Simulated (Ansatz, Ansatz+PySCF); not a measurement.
```xyz
7

C     0.0000    0.0158   -0.6902
C     0.0000   -0.0421    0.7904
H     0.9337    0.0148    1.3558
H    -0.9337    0.0148    1.3558
H     0.0000    1.0601   -1.0660
H     0.8914   -0.4658   -1.1233
H    -0.8914   -0.4658   -1.1233
```

Basis set: def2-SVP (spherical functions). Correlated methods keep 2 orbitals frozen. Correlation on ROHF uses semicanonical orbitals with singles. Charge 0, multiplicity 2.

Computed with Ansatz (development build ahead of 0.2.0); each method stands on the lowest determinant of its kind that the runs found. Restricted functionals stand beside restricted open-shell atoms, which can lie above the unrestricted atoms usual in DFT and then raise those values.

Problem. Give the atomization energy at this shape (free ground-state atoms in the same class of orbitals less the molecule, no zero-point energy) of doublet C₂H₅ by ωB97X (unrestricted), ωB97X (restricted open-shell), r²SCAN (unrestricted), r²SCAN (restricted open-shell), PBE0 (unrestricted), PBE0 (restricted open-shell), PBE (unrestricted), PBE (restricted open-shell), UHF-CCSD(T), ROHF-MP2, UHF-MP2, UHF, ROHF.

Solution.

| method | atomization energy |
| --- | --- |
| ωB97X (unrestricted) | 2537.2 kJ/mol |
| ωB97X (restricted open-shell) | 2546.3 kJ/mol |
| r²SCAN (unrestricted) | 2557.1 kJ/mol |
| r²SCAN (restricted open-shell) | 2564.8 kJ/mol |
| PBE0 (unrestricted) | 2556.1 kJ/mol |
| PBE0 (restricted open-shell) | 2559.8 kJ/mol |
| PBE (unrestricted) | 2572.0 kJ/mol |
| PBE (restricted open-shell) | 2574.9 kJ/mol |
| UHF-CCSD(T) | 2432.6 kJ/mol |
| ROHF-MP2 | 2426.5 kJ/mol |
| UHF-MP2 | 2424.6 kJ/mol |
| UHF | 1984.7 kJ/mol |
| ROHF | 1994.3 kJ/mol |
